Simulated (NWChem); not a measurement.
Species: formate (CHO₂ anion); SMILES O=C[O-]

```xyz
4

O      1.1360     0.0000    -0.2056
C      0.0000     0.0000     0.3219
O     -1.1360     0.0000    -0.2056
H      0.0000     0.0000     1.4666
```
Atoms are numbered in this order, from 1.

Program: NWChem. Pople sets run with spherical d functions. Sets without diffuse functions describe the anion's extra electron poorly. Coordinates come from a B3LYP/def2-SVPD optimisation. Atomic charges in e: unrestrained fits to the electrostatic potential beside Mulliken populations; the two definitions need not agree.

### Question
Predict the results for Hartree-Fock/6-31G*. Quantities: ESP O1; Mulliken O1; ESP C2; Mulliken C2; ESP O3; Mulliken O3; relative RMS misfit of the potential (%).

### Answer
```yaml
ESP O1: -0.84
Mulliken O1: -0.76
ESP C2: 0.87
Mulliken C2: 0.58
ESP O3: -0.84
Mulliken O3: -0.76
relative RMS misfit of the potential (%): 2
```
